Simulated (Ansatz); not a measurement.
The same redistribution along the group B, Al, Ga, In.

Calculated with Ansatz (gas phase, PBE0-D4/def2-TZVP geometries, no zero-point term in ΔE). CBS: MP2 limit from def2 TZ/QZ plus the TZ coupled-cluster correction, frozen cores. For Br, Ga outer-core shells are correlated without core-valence functions, which leaves a few kJ/mol of doubt a bond. Scalar relativity is left out up to krypton. Each species was taken in one conformer, which may not be the lowest.

(1) Order these by ΔE at CCSD(T)/CBS, lowest first. (Estimate.)
A. `[F][Al]([Br])[Br]` + `OCSC[SiH3]` → `[OH][Al]([Br])[Br]` + `FCSC[SiH3]`
B. `FB(Br)Br` + `OCSC[SiH3]` → `OB(Br)Br` + `FCSC[SiH3]`
C. `[F][Ga]([Br])[Br]` + `OCSC[SiH3]` → `[OH][Ga]([Br])[Br]` + `FCSC[SiH3]`

Largest T1 diagnostic: 0.012, for `FCSC[SiH3]`.

Results:

(1) B (+0.05 eV), C (+0.24 eV), A (+0.50 eV).
